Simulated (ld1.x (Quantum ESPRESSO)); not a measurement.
# Mg: TM pseudisation with BLYP, scalar-relativistic reference atom.

ld1.x (Quantum ESPRESSO) 7.5 input, shortened:

```
&input
   title='Mg', zed=12., rel=1, dft='BLYP', iswitch=3,
   config='[Ne] 3s0 3p0 3d-2'
 /
 &inputp
   pseudotype=2, tm=.true., lloc=1,
   nlcc=.true., new_core_ps=.true., rcore=0.55
 /
3
2S  1  0   2.00   0.00  0.60  0.60  0.0
3D  3  2  -2.00   0.50  1.00  1.00  0.0
2P  2  1   6.00   0.00  1.20  1.20  0.0
 &test
   configts(1)='2s2 2p6 3s0 3p0'
 /
```

All-electron outer shells of the reference configuration (BLYP, scalar-relativistic, ld1.x):

```
shell  level (eV)  outermost node (bohr)  outermost maximum (bohr)
   2s      -99.82                   0.18                      0.54
   2p      -66.74                      –                      0.47
   3s      -19.11                   0.89                      2.15
   3p      -13.67                   0.92                      2.47
```

**Question.** Estimate the cutoffs (Ry, on a coarse ladder) from which the occupation-weighted sum of valence levels, in a spherical-Bessel basis at the reference potential, stays within 10 and 1 mRy of its value at 400 Ry.

**Answer.** 300 Ry and over 300 Ry.

**Question.** Does the potential have ghost states?

**Answer.** No extra level below or beside the all-electron valence levels (s, d, p, f tested).

**Question.** Which valence shell sets the plane-wave cutoff?

**Answer.** 2s: its level needs over 300 Ry to come within 1 mRy, against 140 Ry for 2p.

**Question.** Tests: 2s2 2p6 3s2 3p0; 2s2 2p6 3s1 3p0; 2s2 2p6 3s1.5 3p0; 2s1 2p6 3s2 3p0; 2s2 2p5 3s2 3p0; 2s2 2p6 3s0 3p2; 2s2 2p6 3s0 3p1. Which has the largest error in its energy relative to the reference configuration, and how large is it?

**Answer.** 2s1 2p6 3s2 3p0, with -1389 meV (all-electron minus pseudo) on +68.13 eV.
